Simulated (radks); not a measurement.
Isoelectronic series with 33 electrons, each ion in its NIST ground configuration. Calculated with a radial shooting solver on a logarithmic mesh with Libxc functionals: Dirac Kohn-Sham, PBE, spin-unpolarised, spherical densities, point nucleus; open shells are shared between the two j in proportion to 2j + 1. Total energies (hartree) and orbital eigenvalues (eV):

ion        configuration  E (hartree)      4p3/2      4p1/2      4s1/2      3d5/2
As     [Ar] 3d10 4s2 4p3  -2260.92798    -5.1062    -5.3789   -14.4907   -40.3396
Br2+   [Ar] 3d10 4s2 4p3  -2605.29284   -28.0117   -28.6600   -41.8292   -90.3187
Rb4+   [Ar] 3d10 4s2 4p3  -2976.83968   -60.1441   -61.3239   -78.4804  -155.5808
Nb8+   [Ar] 3d10 4s2 4p3  -3801.88765  -148.1083  -150.9387  -175.9863  -326.5640
Tc10+  [Ar] 3d10 4s2 4p3  -4255.76015  -203.2638  -207.2833  -236.2814  -431.3187
Rh12+  [Ar] 3d10 4s2 4p3  -4737.51094  -265.6652  -271.1697  -304.1396  -548.6048
In16+  [Ar] 3d10 4s2 4p3  -5785.76519  -411.9326  -421.4782  -462.4893  -820.2919
Sb18+  [Ar] 3d10 4s2 4p3  -6352.89613  -495.7269  -507.9307  -553.0243  -974.5402
I20+   [Ar] 3d10 4s2 4p3  -6949.16030  -586.6064  -601.9694  -651.1939  -1140.991
Cs22+  [Ar] 3d10 4s2 4p3   -7574.9411  -684.5674  -703.6534  -757.0624  -1319.609

Estimate the row of Ag14+ ([Ar] 3d10 4s2 4p3).

Answer. E (hartree) -5247.41257; 4p3/2 -335.2366; 4p1/2 -342.5669; 4s1/2 -379.5387; 3d5/2 -678.2922.
